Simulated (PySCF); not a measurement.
# What a mistake does to a calculation on BGe2H8N

All numbers below are calculated, not measured. The program is PySCF 2.14.0, an open-source quantum chemistry code, run on an isolated molecule that a program drew, which may never have been made. The molecule is BGe2H8N (charge 0, singlet), drawn as the SMILES string `[GeH3][BH][NH][GeH3]`.

Each row is a Hartree-Fock (HF) and frozen-core CCSD(T) single point in the cc-pVDZ basis, meant for a local HF minimum. Run 1 is clean. Each other run has one planted mistake out of seven kinds, and not every kind appears here: one electron removed, one electron added, multiplicity raised by two, geometry at a saddle point, minimal basis STO-3G, one bond length entered in bohr, all coordinates scaled. The reference is restricted for singlets and unrestricted otherwise, and also for a bond in bohr. Adding or removing an electron swaps singlet and doublet. Electrons count all cores. HOMO and LUMO are orbital energies over both spins, the gradient is its largest component, and the lowest frequency (negative if imaginary) is given only where the gradient is small. Bond lengths are over the 11 bonds as drawn. T1 is the CCSD diagnostic: over 0.02 (restricted) or 0.045 (unrestricted) a single reference is doubtful. Germanium has the cc-pVDZ-PP basis, with a core potential (ECP10MDF) in place of its 10 inner electrons, and its 3s, 3p and 3d shells are frozen in CCSD(T).

Geometry of the clean run:
```xyz
12
BGe2H8N, angstrom
Ge    0.7501    0.8885    2.5463
B     0.3543   -0.0856    0.7350
N     0.2616    0.6167   -0.4678
Ge   -0.0828   -0.0821   -2.1602
H    -0.3827    0.6795    3.5660
H     2.0413    0.3705    3.2027
H     0.9161    2.4107    2.3595
H     0.2019   -1.2800    0.7226
H     0.3918    1.6114   -0.4353
H    -0.2343   -1.5888   -2.0010
H     1.0852    0.2654   -3.0862
H    -1.3643    0.5511   -2.7076
```

```
run,electrons,basis functions,<S^2>,HOMO (eV),LUMO (eV),gradient (hartree/bohr),lowest frequency (cm^-1),mean bond (Å),longest bond (Å),T1,HF (hartree),CCSD(T) (hartree),mistake
1,84,114,0.000,-10.23,3.15,1.7e-05,47,1.5240,2.094,0.0141,-670.57214,-671.10770,no fault
2,84,114,2.011,-5.12,-1.44,4.1e-02,-,1.5240,2.094,0.0189,-670.38979,-670.91615,multiplicity raised by two
3,84,114,0.000,-10.15,2.96,2.9e-02,-,1.5743,2.163,0.0151,-670.56111,-671.10263,all coordinates scaled
4,83,114,0.761,-16.13,-7.70,1.2e-01,-,1.5240,2.094,0.0194,-670.24320,-670.76124,one electron removed
5,84,114,0.851,-9.03,1.10,7.5e-03,-,1.6478,2.892,0.0387,-670.46827,-670.99172,?
```

**Which mistake was planted in run 5, and what did it cost?**

The mean bond changes by a factor of 1.081 and the longest by 1.381, so the molecule wasn't scaled as a whole. A length L in bohr read as angstrom grows by (1/0.5292 - 1) L = 0.890 L. The 11 bonds together grew by 11 x 0.1238 = 1.362 Å, which gives L = 1.531 Å. That is the length of one of the Ge-H bonds, 1.531 Å in the clean geometry. So the mistake is: one bond length entered in bohr. Subtracting run 1 and multiplying by 627.51 kcal/mol a hartree, the energy moved by 65.2 kcal/mol in HF and 72.8 kcal/mol in CCSD(T).

